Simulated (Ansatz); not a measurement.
`Sc1sc(-c2sc(-c3sc(-c4sc(S)c5c4OCCO5)c4c3OCCO4)c3c2OCCO3)c2c1OCCO2`, relaxed as a singlet with RKS PBE-D4/def2-SVP in Ansatz, starting from the GFN2-xTB geometry. Force threshold 0.03 eV/Å.

Single mean-field runs in def2-SVP are fitted with def2-universal-jkfit.

Start:

Cartesian coordinates in Å:
```
S 7.899 -2.552 -1.664
C 6.586 -1.894 -0.711
S 5.207 -1.124 -1.424
C 4.486 -0.838 0.142
C 3.195 -0.243 0.269
S 1.978 -0.472 -0.963
C 0.790 0.388 -0.033
C -0.539 0.559 -0.487
S -1.754 1.341 0.476
C -2.970 1.106 -0.759
C -4.322 1.509 -0.543
S -4.700 2.857 0.499
C -6.408 2.634 0.273
S -7.594 3.673 1.041
C -6.665 1.595 -0.579
C -5.481 0.950 -1.033
O -5.516 -0.162 -1.820
C -6.779 -0.349 -2.427
C -7.903 -0.158 -1.406
O -7.919 1.173 -0.927
C -2.425 0.481 -1.862
C -1.061 0.159 -1.699
O -0.317 -0.477 -2.650
C -0.938 -0.445 -3.921
C -2.437 -0.743 -3.812
O -3.098 0.225 -3.021
C 1.331 0.835 1.154
C 2.690 0.492 1.323
O 3.412 0.893 2.409
C 2.584 1.311 3.477
C 1.462 2.228 2.983
O 0.617 1.546 2.076
C 5.302 -1.318 1.140
C 6.498 -1.903 0.654
O 7.443 -2.467 1.476
C 6.909 -2.753 2.755
C 6.097 -1.569 3.286
O 4.978 -1.313 2.464
H 8.551 -3.015 -0.600
H -6.717 4.261 1.852
H -6.905 0.367 -3.250
H -6.775 -1.365 -2.824
H -7.756 -0.854 -0.568
H -8.880 -0.330 -1.857
H -0.434 -1.201 -4.524
H -0.793 0.544 -4.378
H -2.582 -1.738 -3.371
H -2.908 -0.703 -4.796
H 2.144 0.433 3.969
H 3.234 1.837 4.179
H 0.827 2.549 3.810
H 1.897 3.108 2.490
H 7.762 -2.961 3.403
H 6.262 -3.640 2.698
H 5.699 -1.789 4.278
H 6.735 -0.676 3.333
```

```
         step   energy (eV)  largest force component (eV/Å)  SCF passes
            1  -106442.7318                           0.790          23
            2  -106443.0184                           0.301          21
            3  -106443.0661                           0.168          21
            4  -106443.0912                           0.225          27
            5  -106443.1098                           0.386          22
            6  -106443.1195                           0.434          22
            7  -106443.1369                           0.279          22
            8  -106443.1601                           0.080          22
 9 (rejected)  -106443.1402                           0.308          22
           10  -106443.1696                           0.059          21
           11  -106443.1763                           0.103          21
           12  -106443.1805                           0.258          22
13 (rejected)  -106443.1387                           0.391          22
           14  -106443.1864                           0.034          22
           15  -106443.1884                           0.028          22
           16  -106443.1889                           0.211          21
           17  -106443.1904                           0.066          23
           18  -106443.1910                           0.002          23
           19  -106443.1921                           0.029          21
           20  -106443.1928                           0.059          21
           21  -106443.1932                           0.033          23
           22  -106443.1938                           0.015          22
```

Force components are those of the run's own axes.

End:

Cartesian coordinates in Å:
```
S 8.220 -1.908 -1.694
C 6.821 -1.578 -0.689
S 5.362 -0.850 -1.333
C 4.578 -0.822 0.237
C 3.240 -0.314 0.398
S 2.018 -0.599 -0.834
C 0.783 0.267 0.070
C -0.552 0.445 -0.419
S -1.792 1.299 0.490
C -2.990 1.084 -0.779
C -4.326 1.600 -0.624
S -4.626 3.132 0.179
C -6.361 3.010 -0.046
S -7.456 4.275 0.477
C -6.677 1.844 -0.735
C -5.531 1.041 -1.049
O -5.637 -0.172 -1.665
C -6.885 -0.312 -2.343
C -8.041 0.097 -1.439
O -7.945 1.473 -1.059
C -2.441 0.376 -1.848
C -1.080 0.008 -1.635
O -0.348 -0.691 -2.552
C -0.945 -0.673 -3.851
C -2.445 -0.929 -3.761
O -3.098 0.095 -3.009
C 1.320 0.727 1.275
C 2.699 0.417 1.456
O 3.406 0.845 2.541
C 2.552 1.241 3.615
C 1.421 2.135 3.119
O 0.591 1.434 2.188
C 5.435 -1.343 1.206
C 6.704 -1.758 0.685
O 7.677 -2.302 1.466
C 7.193 -2.709 2.750
C 6.253 -1.668 3.344
O 5.100 -1.497 2.520
H 7.942 -3.215 -1.999
H -7.832 3.729 1.677
H -6.886 0.311 -3.269
H -6.974 -1.377 -2.632
H -8.047 -0.546 -0.528
H -9.012 -0.020 -1.960
H -0.443 -1.464 -4.442
H -0.759 0.311 -4.338
H -2.632 -1.922 -3.290
H -2.903 -0.923 -4.770
H 2.129 0.339 4.115
H 3.187 1.785 4.342
H 0.766 2.447 3.956
H 1.844 3.045 2.635
H 8.085 -2.849 3.392
H 6.661 -3.684 2.660
H 5.890 -1.993 4.338
H 6.785 -0.695 3.459
```

By distances, no bond broke or formed. The bond that changes most is S1–H39, from 1.33 to 1.37 Å (atoms count from 1).

The force fell under the threshold at step 15, but the optimiser went on and released 0.005 eV more. No frequencies were taken in this run, so the end may be a saddle point.

It took 2.9 min on 2 threads of AMD EPYC 7R13 on a shared host and a share (18 GiB) of an NVIDIA H100 80GB HBM3, peak host memory 1.2 GiB.
